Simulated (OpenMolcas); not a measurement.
**Exact exchange and the HOMO–LUMO gap of SiH4O3**

SiH4O3 has 8 atoms, charge 0, and is taken as a singlet. SMILES: `O[SiH](O)O`. The shape is that of a PBE0-D4/def2-TZVP optimisation. This is one conformer, not always the lowest.

The HOMO–LUMO gap y, in eV, basis 6-311+G(d,p); a is the functional's share of exact exchange. Programs: OpenMolcas 26.06.

```
functional     program     a  y (eV)
       PBE  OpenMolcas     0    6.76
      TPSS  OpenMolcas     0    7.05
     B3LYP  OpenMolcas   0.2       ?
      PBE0  OpenMolcas  0.25    9.07
     BHLYP  OpenMolcas   0.5   11.04
```

Problem. Fit y = c + s·a to the known rows and predict B3LYP.

Solution. 
1. Means of the 4 rows: a = 0.1875, y = 8.480.
2. Σ(Δa)² = 0.17188, Σ(Δa·Δy) = 1.4275, so the slope is 1.4275/0.17188 = 8.3052.
3. Intercept: 8.480 − (8.3052) × 0.1875 = 6.923. The largest residual of the fit is 0.16.
4. B3LYP: 6.923 + (8.3052) × 0.2 = 8.58 eV.

The run gave 8.52 eV, so the prediction is off by +0.06 eV, within the largest residual. Exact exchange lowers occupied levels and raises empty ones. The rows mix families of semi-local functionals, which the line can't see.
